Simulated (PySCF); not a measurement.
Compound: C3H12GeN2.
Z-matrix (Å and degrees, PBE0-D3(BJ)/def2-SVP geometry), rows numbered from 1:
```
C 
N   1  1.4407
Ge  2  1.8481  1  116.85
C   2  1.4405  1  115.12  3   148.31
C   4  1.5274  2  114.93  1   -81.64
N   5  1.4489  4  109.20  2   -63.37
H   1  1.1021  2  110.22  3    37.96
H   1  1.1059  2  110.54  3   155.99
H   1  1.1119  2  114.81  3   -82.78
H   3  1.5525  2  104.18  1   -58.99
H   3  1.5370  2  108.30  1  -175.46
H   3  1.5460  2  115.97  1    57.78
H   4  1.1060  2  108.86  1    41.38
H   4  1.1067  2  109.27  1   156.60
H   5  1.1105  4  109.48  2   170.69
H   5  1.1027  4  108.92  2    54.81
H   6  1.0178  5  111.35  4   -78.14
H   6  1.0160  5  112.46  4   161.27
```

Method: core-valence-separated Tamm–Dancoff BHandHLYP/aug-pcX-1 (pcseg-1 on H, def2-SVPD on Ge) in PySCF, non-relativistic, gas phase, PBE0-D3(BJ)/def2-SVP geometry. No empirical shift is added; at this level the pattern usually sits a few eV under experiment.

(1) What does the N 1s absorption edge look like?

(2) What does the C 1s absorption edge look like?

## Answers

(1) 
| E (eV) | f | core hole on | main final orbital |
| --- | --- | --- | --- |
| 399.20 | 0.0138 | N6 | LUMO (63 %) |
| 399.44 | 0.0245 | N2 | LUMO+4 (67 %) |
| 400.07 | 0.0331 | N6 | LUMO+2 (34 %) |
| 400.29 | 0.0006 | N2 | LUMO (58 %) |
| 400.74 | 0.0037 | N2 | LUMO+2 (70 %) |
| 400.79 | 0.0039 | N2 | LUMO+1 (49 %) |
| 400.97 | 0.0010 | N2 | LUMO+3 (79 %) |
| 401.13 | 0.0022 | N6 | LUMO+3 (51 %) |
| 401.29 | 0.0043 | N2 | LUMO+6 (61 %) |
| 401.43 | 0.0018 | N6 | LUMO+1 (46 %) |
| 401.46 | 0.0065 | N2 | LUMO+5 (40 %) |

The first line with a tenth or more of the strongest one's intensity is at 399.20 eV (f = 0.014), with the hole on N6 (primary amine nitrogen). The strongest listed is at 400.07 eV (f = 0.033; N6).

(2) 
| E (eV) | f | core hole on | main final orbital |
| --- | --- | --- | --- |
| 285.90 | 0.0177 | C5 | LUMO (77 %) |
| 286.06 | 0.0102 | C1 | LUMO+1 (50 %) |
| 286.16 | 0.0187 | C4 | LUMO (41 %) |
| 286.57 | 0.0277 | C5 | LUMO+2 (41 %) |
| 286.64 | 0.0330 | C4 | spread |
| 286.74 | 0.0317 | C1 | LUMO+5 (30 %) |
| 286.78 | 0.0309 | C1 | spread |
| 287.00 | 0.0058 | C5 | LUMO+3 (56 %) |
| 287.12 | 0.0106 | C1 | spread |
| 287.21 | 0.0037 | C4 | LUMO (47 %) |
| 287.45 | 0.0095 | C4 | LUMO+4 (40 %) |
| 287.49 | 0.0033 | C1 | LUMO (57 %) |
| 287.51 | 0.0030 | C5 | LUMO+2 (34 %) |
| 287.66 | 0.0016 | C4 | LUMO+1 (53 %) |
| 287.80 | 0.0046 | C4 | spread |

The first line with a tenth or more of the strongest one's intensity is at 285.90 eV (f = 0.018), with the hole on C5 (sp3 carbon bound to nitrogen). The strongest listed is at 286.64 eV (f = 0.033; C4).

Roots within 0.03 eV whose holes lie on the same, on equivalent or on shared atoms are summed into one line, and the highest roots are left out, as the search may have cut off their partners. Final orbitals are the ground state's empty Kohn–Sham orbitals.

Task: What is the summed oscillator strength of the listed N K lines, and their intensity-weighted mean energy?

Result: Σf = 0.095 over 11 lines from 399.20 to 401.46 eV; the weighted mean is 400.05 eV. The strongest line holds 35 % of the sum.

Only the lowest roots of each edge were sought. Relativistic effects, spin–orbit coupling among them, are left out although an element past zinc is present.

Rough CPU time on one thread of a shared machine: about 60 s.

One conformer stands for the species.
